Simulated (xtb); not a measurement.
xtb input (GFN-FF):

```bash
xtb mol.xyz --gfnff --opt tight --chrg 0 --uhf 0
```
mol.xyz:
```
20

C     -3.67279632    -0.44753120    -0.22472465
C     -2.36613876    -0.84334667     0.45638705
C     -1.13389001    -0.29300734    -0.25733472
C      0.17131245    -0.68832842     0.42369164
C      1.43255253    -0.20026022    -0.26919111
C      2.70657353    -0.73083982     0.35765880
Cl     1.48862657     1.62970740    -0.25028828
H     -3.70868128    -0.81897939    -1.25173851
H     -3.78084869     0.63890206    -0.26351399
H     -4.53785783    -0.85006844     0.30523518
H     -2.29760709    -1.93493304     0.51191569
H     -2.36994001    -0.48597446     1.49125536
H     -1.19907876     0.79631159    -0.30989176
H     -1.12427509    -0.65129596    -1.29301619
H      0.23845696    -1.78187802     0.46783564
H      0.17892278    -0.33461530     1.45890862
H      1.39781652    -0.44734165    -1.33000185
H      3.58772860    -0.34791648    -0.15517688
H      2.76711298    -0.44529122     1.40861892
H      2.71591856    -1.82206323     0.29554859
```

Output:

```
           -------------------------------------------------
          |                Calculation Setup                |
           -------------------------------------------------

          ==================== Thresholds ====================
          CN  :   150.00000
          rep :   500.00000
          disp:  2500.00000
          HB1 :   250.00000
          HB2 :   450.00000

          Pauling EN used:
          Z : 1  EN :  2.20
          Z : 6  EN :  2.55
          Z :17  EN :  3.16
          electric field strengths (au): 0.000

           -------------------------------------------------
          |           Force Field Initialization            |
           -------------------------------------------------

          distances ...
          ----------------------------------------
          generating topology and atomic info file ...
          pair mat ...
          computing topology distances matrix with Floyd-Warshall algo ...
          making topology EEQ charges ...
          #fragments for EEQ constrain: 1
          ----------------------------------------
          generating topology and atomic info file ...
          pair mat ...
          computing topology distances matrix with Floyd-Warshall algo ...
          making topology EEQ charges ...
          #fragments for EEQ constrain: 1
          rings ...
          # BATM   162
          # H in HB   0

  atom   neighbors  erfCN metchar sp-hybrid imet pi  qest     coordinates
    1  C       4    3.49   0.00         3    0    0  -0.057   -6.940579   -0.845711   -0.424668
    2  C       4    3.48   0.00         3    0    0  -0.038   -4.471354   -1.593694    0.862447
    3  C       4    3.49   0.00         3    0    0  -0.037   -2.142742   -0.553704   -0.486292
    4  C       4    3.50   0.00         3    0    0  -0.037    0.323734   -1.300752    0.800661
    5  C       4    3.48   0.00         3    0    0   0.018    2.707132   -0.378437   -0.508697
    6  C       4    3.51   0.00         3    0    0  -0.056    5.114683   -1.381087    0.675877
    7  Cl      1    1.02   0.00         0    0    0  -0.193    2.813097    3.079701   -0.472976
    8  H       1    0.97   0.00         0    0    0   0.029   -7.008392   -1.547647   -2.365443
    9  H       1    0.97   0.00         0    0    0   0.029   -7.144769    1.207350   -0.497969
   10  H       1    0.97   0.00         0    0    0   0.029   -8.575308   -1.606397    0.576811
   11  H       1    0.97   0.00         0    0    0   0.028   -4.341848   -3.656494    0.967380
   12  H       1    0.97   0.00         0    0    0   0.028   -4.478538   -0.918359    2.818064
   13  H       1    0.97   0.00         0    0    0   0.029   -2.265930    1.504811   -0.585611
   14  H       1    0.97   0.00         0    0    0   0.029   -2.124572   -1.230771   -2.443446
   15  H       1    0.97   0.00         0    0    0   0.032    0.450618   -3.367261    0.884081
   16  H       1    0.97   0.00         0    0    0   0.032    0.338115   -0.632331    2.756938
   17  H       1    0.97   0.00         0    0    0   0.032    2.641490   -0.845353   -2.513339
   18  H       1    0.97   0.00         0    0    0   0.034    6.779824   -0.657467   -0.293242
   19  H       1    0.97   0.00         0    0    0   0.034    5.229086   -0.841478    2.661904
   20  H       1    0.97   0.00         0    0    0   0.034    5.132342   -3.443200    0.558506

[...]
 selected bond angles (degree)
 --------------------
H8-C1-C2=111.20                H9-C1-C2=111.19                H9-C1-H8=107.11                H10-C1-C2=112.10
H10-C1-H8=107.49               H10-C1-H9=107.50               C3-C2-C1=112.74                H11-C2-C1=110.17
H11-C2-C3=109.26               H12-C2-C1=110.16               H12-C2-C3=109.26               H12-C2-H11=104.96
C4-C3-C2=113.10                H13-C3-C2=109.64               H13-C3-C4=109.41               H14-C3-C2=109.73
H14-C3-C4=109.65               H14-C3-H13=104.98              C5-C4-C3=112.68                H15-C4-C3=110.01
H15-C4-C5=109.99               H16-C4-C3=109.61               H16-C4-C5=108.69               H16-C4-H15=105.61
C6-C5-C4=112.69                Cl7-C5-C4=109.16               Cl7-C5-C6=109.25               H17-C5-C4=108.96
H17-C5-C6=109.84               H17-C5-Cl7=106.77              H18-C6-C5=111.14               H19-C6-C5=110.34
H19-C6-H18=107.39              H20-C6-C5=111.73               H20-C6-H18=108.23              H20-C6-H19=107.84

 selected dihedral angles (degree)
 ---------------------------------
C3-C2-C1-H8= 59.64            C3-C2-C1-H9=300.37            C3-C2-C1-H10=180.00           H11-C2-C1-H8=297.30
H11-C2-C1-H9=178.03           H11-C2-C1-H10= 57.66          H12-C2-C1-H8=181.97           H12-C2-C1-H9= 62.70
H12-C2-C1-H10=302.33          C4-C3-C2-C1=180.27            C4-C3-C2-H11=303.12           C4-C3-C2-H12= 57.43
H13-C3-C2-C1= 57.86           H13-C3-C2-H11=180.71          H13-C3-C2-H12=295.02          H14-C3-C2-C1=303.05
H14-C3-C2-H11= 65.89          H14-C3-C2-H12=180.21          C5-C4-C3-C2=181.90            C5-C4-C3-H13=304.43
C5-C4-C3-H14= 59.07           H15-C4-C3-C2= 58.77           H15-C4-C3-H13=181.31          H15-C4-C3-H14=295.95
H16-C4-C3-C2=303.06           H16-C4-C3-H13= 65.60          H16-C4-C3-H14=180.23          C6-C5-C4-C3=181.82
C6-C5-C4-H15=304.95           C6-C5-C4-H16= 60.13           Cl7-C5-C4-C3= 60.25           Cl7-C5-C4-H15=183.39
Cl7-C5-C4-H16=298.57          H17-C5-C4-C3=304.00           H17-C5-C4-H15= 67.14          H17-C5-C4-H16=182.32
H18-C6-C5-C4=180.94           H18-C6-C5-Cl7=302.46          H18-C6-C5-H17= 59.25          H19-C6-C5-C4=299.96
H19-C6-C5-Cl7= 61.48          H19-C6-C5-H17=178.27          H20-C6-C5-C4= 59.94           H20-C6-C5-Cl7=181.45
H20-C6-C5-H17=298.24
           -------------------------------------------------
          |                Final Singlepoint                |
           -------------------------------------------------
         :::::::::::::::::::::::::::::::::::::::::::::::::::::
         ::                     SUMMARY                     ::
         :::::::::::::::::::::::::::::::::::::::::::::::::::::
         :: total energy              -2.800330810489 Eh    ::
         :: gradient norm              0.000141119494 Eh/a0 ::
         ::.................................................::
         :: bond energy               -2.934029929297 Eh    ::
         :: angle energy               0.002147316527 Eh    ::
         :: torsion energy             0.000095771427 Eh    ::
         :: repulsion energy           0.156919210092 Eh    ::
         :: electrostat energy        -0.013209625957 Eh    ::
         :: dispersion energy         -0.011442263063 Eh    ::
         :: HB energy                  0.000000000000 Eh    ::
         :: XB energy                  0.000000000000 Eh    ::
         :: bonded atm energy         -0.000811290219 Eh    ::
         :: external energy            0.000000000000 Eh    ::
         :: add. restraining           0.000000000000 Eh    ::
         :: total charge               0.000000000000 e     ::
         :::::::::::::::::::::::::::::::::::::::::::::::::::::

           -------------------------------------------------
          |                Property Printout                |
           -------------------------------------------------

molecular dipole:
                 x           y           z       tot (Debye)
 q only:       -0.436      -0.786       0.111       2.303
           -------------------------------------------------
          |                Geometry Summary                 |
           -------------------------------------------------

      molecular mass/u    :      120.6205827
   center of mass at/Å    :        0.0490160       0.0655277      -0.0143083
  moments of inertia/u·Å² :        0.1253980E+03   0.5516016E+03   0.6444853E+03
rotational constants/cm⁻¹ :        0.1344330E+00   0.3056125E-01   0.2615674E-01

 * 19 selected distances

     #   Z          #   Z                                           value/Å
     1   6 C        2   6 C                                       1.5202189
     2   6 C        3   6 C                                       1.5291595
     3   6 C        4   6 C                                       1.5267565
     4   6 C        5   6 C                                       1.5241472
     5   6 C        6   6 C                                       1.5133437
     5   6 C        7  17 Cl                                      1.7690330 (max)
     1   6 C        8   1 H                                       1.0916296
     1   6 C        9   1 H                                       1.0916138
     1   6 C       10   1 H                                       1.0923600
     2   6 C       11   1 H                                       1.0980967
     2   6 C       12   1 H                                       1.0981102
     3   6 C       13   1 H                                       1.0967282
     3   6 C       14   1 H                                       1.0966767
     4   6 C       15   1 H                                       1.0969834
     4   6 C       16   1 H                                       1.0959921
     5   6 C       17   1 H                                       1.0993354
     6   6 C       18   1 H                                       1.0914441
     6   6 C       19   1 H                                       1.0907369 (min)
     6   6 C       20   1 H                                       1.0918748

 * 3 distinct bonds (by element types)

   Z      Z             #   av. dist./Å        max./Å        min./Å
   1 H    6 C          13     1.0947371     1.0993354     1.0907369
   6 C    6 C           5     1.5227252     1.5291595     1.5133437
   6 C   17 Cl          1     1.7690330     1.7690330     1.7690330

optimized geometry written to: xtbopt.xyz

           -------------------------------------------------
          | TOTAL ENERGY               -2.800330810489 Eh   |
          | GRADIENT NORM               0.000141119494 Eh/α |
           -------------------------------------------------
########################################################################
[WARNING] Runtime exception occurred
-1- gfnff_setup: Could not read topology file.
########################################################################
Note: The following floating-point exceptions are signalling: IEEE_UNDERFLOW_FLAG IEEE_DENORMAL
normal termination of xtb

------------------------------------------------------------------------
------------------------------------------------------------------------
 total:
 SCF:
 ANC optimizer:
```
